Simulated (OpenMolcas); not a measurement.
# Levels of Ti2+ by method

```
Program             : OpenMolcas 26.06
Basis               : ANO-RCC-VTZP [6s5p3d2f1g]
Scalar Hamiltonian  : DKH2, point nucleus
Active space        : 2 electrons in 6 orbitals (3d 4s)
State averaging     : 2S+1 = 3 even, 15 roots; 2S+1 = 1 even, 20 roots kept (CI in the orbitals of an earlier block)
Spin-orbit coupling : RASSI with atomic mean-field integrals over the reference wave functions, term energies averaged over their components
```

Methods on the same reference wave functions:
A. CASSCF
B. SS-CASPT2, IPEA 0.25 Eh, imaginary shift 0.1 Eh (closed shells correlated: 3s 3p)
C. MS-CASPT2, IPEA 0.25 Eh, imaginary shift 0.1 Eh (closed shells correlated: 3s 3p)
D. XMS-CASPT2, IPEA 0.25 Eh, imaginary shift 0.1 Eh (closed shells correlated: 3s 3p)

Energies in cm-1 above 3d2 3F2, the measured ground level; measured values from Corliss and Sugar, J. Phys. Chem. Ref. Data 8, 1 (1979).

| Level | A | B | C | D | Measured |
| --- | --- | --- | --- | --- | --- |
| 3d2 3F2 | 0.0 | 0.0 | 0.0 | 0.0 | 0.0 |
| 3d2 3F3 | 197 | 198 | 199 | 198 | 185 |
| 3d2 3F4 | 454 | 455 | 456 | 455 | 420 |
| 3d2 1D2 | 11411 | 8170 | 8140 | 8680 | 8474 |
| 3d2 3P0 | 13764 | 11050 | 11050 | 10970 | 10538 |
| 3d2 3P1 | 13832 | 11110 | 11110 | 11040 | 10604 |
| 3d2 3P2 | 13974 | 11260 | 11260 | 11180 | 10721 |
| 3d2 1G4 | 17922 | 14680 | 14680 | 14890 | 14398 |
| 3d 4s 3D1 | 39015 | 37610 | 37610 | 35400 |  |
| 3d 4s 3D2 | 39139 | 37730 | 37730 | 35510 | 38199 |
| 3d 4s 3D3 | 39338 | 37930 | 37930 | 35720 | 38426 |
| 3d2 1S0 | 43431 | 32350 | 32350 | 33300 | 32476 |
| 3d 4s 1D2 | 44589 | 41010 | 41040 | 37500 | 41704 |

Deviations, from unrounded energies. A percentage is the sum of absolute deviations over the sum of measured energies, with the sign that they share, or ± where signs differ.

| Against measurement | Levels | A | B | C | D |
| --- | --- | --- | --- | --- | --- |
| mean absolute deviation (cm-1) | 11 | 2900 | 360 | 360 | 1100 |
| fine structure of the ground term (%) | 2 | +7.6 | +8.0 | +8.0 | +8.0 |
| other terms of the ground configuration (%) | 6 | +31.1 | ±2.6 | ±2.6 | +3.3 |
| other configurations (%) | 3 | +4.0 | -1.4 | -1.4 | -8.1 |

B, C lie about equally close to measurement and A furthest from it. The largest miss of C in the table is 3d 4s 1D2, by -670 cm-1. The ranking rests on the paired levels alone, and a cruder setting can come out closer through cancelling errors.

Among B to D the level of the table that moves most is 3d 4s 1D2, by 3500 cm-1 (lowest in D, highest in C). Moves below CASPT2's spread within the term are not significant.

The mean deviations of B to D differ by less than CASPT2's widest spread within a term (1500 cm-1), so their order carries little weight.

From A to B the spin-free energies of the other terms of 3d2 shown, above 3F, scale by factors of 0.71 to 0.82, as is usual when dynamic correlation screens the repulsion within a d or f shell.

The lowest spin-free term lies below A's lowest term by 0.300 hartree in B, 0.300 hartree in C, 0.304 hartree in D.

CASPT2 does not keep the components of a term degenerate, so their means are used; among the terms shown or strongly mixed into the levels shown the widest spread is 1500 cm-1 (3d2 1G, D). Terms from blocks run as CI alone lack orbitals of their own. A single d shell beside an s shell can misplace configurations of different d count against each other. Without dynamic correlation excited terms often stand tens of per cent too high (terms of higher spin than the ground term too low), and those without a measured partner can miss by more than the paired ones (holds for A). Computed and measured levels are paired by configuration, term and J; levels that our copy of the source lacks, or whose pairing is in doubt (as where it misses far off the trend of its configuration), stay unpaired and out of the deviations. Levels of configurations outside the active space are missing.
